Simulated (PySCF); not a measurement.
Magnetic susceptibility: `CC(C)OB(P)Br`, C3H9BBrOP

Geometry (Å), atoms numbered from 1 in this order:
```xyz
16

C    -1.1814    0.4266    1.5515
C    -0.7904   -0.2985    0.2685
C    -1.7279    0.0334   -0.8858
O     0.5277    0.1117   -0.1017
B     1.6583   -0.5481   -0.0462
P     3.2182    0.2898   -0.7795
Br    1.7743   -2.3524    0.5883
H    -2.1747    0.1139    1.8602
H    -0.4792    0.1923    2.3489
H    -1.1805    1.5016    1.3866
H    -0.7903   -1.3834    0.4464
H    -2.7427   -0.2557   -0.6282
H    -1.4260   -0.5011   -1.7837
H    -1.7009    1.1008   -1.0909
H     2.9356    1.5696   -0.3474
H     4.0722    0.0084    0.2715
```

Method: GIAO B3LYP/pcSseg-1 magnetisability, rotational g tensor and spin-rotation constants, non-relativistic, gas phase (PySCF 2.14.0). Geometry: GFN2-xTB.

The calculation is non-relativistic, which matters for the atoms heavier than Zn.

(1) What are the magnetisability and the molar susceptibility?

(2) Split it along the inertial axes a, b, c into diamagnetic and paramagnetic parts about the centre of mass, with the quadrupole moment.

(3) And the rotational g tensor?

Answers

(1) Isotropic -1677 × 10⁻³⁰ J/T², or -101.0 × 10⁻⁶ cm³/mol; principal values -1752, -1695, -1586 × 10⁻³⁰ J/T², anisotropy 146 × 10⁻³⁰ J/T² (root of half the summed squared differences of the principal values). The susceptibility is in cgs units.

(2) 
```
axis  χ (10⁻⁶ cm³/mol)  diamagnetic (10⁻⁶ cm³/mol)  paramagnetic (10⁻⁶ cm³/mol)  summed x² of all electrons (Å²)  quadrupole Θ (D Å)
   a             -96.7                      -858.1                        761.4                            286.9               +4.53
   b            -101.6                     -1423.8                       1322.2                            153.6               -4.18
   c            -104.8                     -1868.9                       1764.2                             48.7               -0.35
```
Anisotropies 2χaa − χbb − χcc = +13.0 and 2χbb − χaa − χcc = -1.7 × 10⁻⁶ cm³/mol. Θ is traceless in Buckingham's convention.

(3) 
```tsv
axis	rotational constant (GHz)	g	nuclear part	electronic part
a	1.5217	-0.0134	0.5309	-0.5443
b	0.9245	-0.0038	0.5704	-0.5742
c	0.6553	-0.0024	0.5407	-0.5431
```
Asymmetric top; isotopes 11B, 79Br, 12C, 1H, 16O, 31P; no vibrational averaging.
